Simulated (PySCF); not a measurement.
Computed magnetic data of one metal complex (SC-NEVPT2 in the d shell, PySCF, with spin-orbit coupling):

```tsv
T / K	χT / cm³ K mol⁻¹	μeff / μB
2	0.006	0.22
5	0.016	0.35
10	0.031	0.50
20	0.063	0.71
30	0.094	0.87
50	0.157	1.12
75	0.235	1.37
100	0.314	1.58
150	0.470	1.94
200	0.625	2.23
250	0.771	2.48
300	0.905	2.69
```

Powder magnetisation at 2 K: 0.00 μB at 0.5 T, 0.01 μB at 1 T, 0.01 μB at 2 T, 0.02 μB at 3 T, 0.03 μB at 5 T, 0.04 μB at 7 T.

**Question.** Which of these complexes, all computed at model or optimised geometries, gave the data?
A. [V(OH)4]- (d2, tetrahedral)
B. [RhF6]- (d4, octahedral)
C. [Ni(H2O)6]2+ (d8, octahedral)
D. [V(SH)6]3- (d2, octahedral)

**Answer.** B. [RhF6]- (d4, octahedral) has NEVPT2: 2S+1 = 3, 2.69 μB at 300 K, 0.50 μB at 10 K, 0.04 μB at 7 T. The others: [V(OH)4]- (d2, tetrahedral) has NEVPT2: 2S+1 = 3, 2.80 μB at 300 K, 2.71 μB at 10 K, 1.86 μB at 7 T; [V(SH)6]3- (d2, octahedral) has NEVPT2: 2S+1 = 3, 2.74 μB at 300 K, 1.22 μB at 10 K, 0.45 μB at 7 T; [Ni(H2O)6]2+ (d8, octahedral) has NEVPT2: 2S+1 = 3, 3.25 μB at 300 K, 3.17 μB at 10 K, 2.22 μB at 7 T.

The d shell alone is too small an active space for [RhF6]- (an active orbital has only 0.54 squared overlap with the free ion's shell): its levels, fitted parameters, g values and moments show what this model gives and aren't sound predictions.

On [RhF6]-: No frequencies were computed for the optimised geometry. The ground state is orbitally degenerate in this regular structure, which would distort (Jahn–Teller), so its moment is that of the undistorted model.
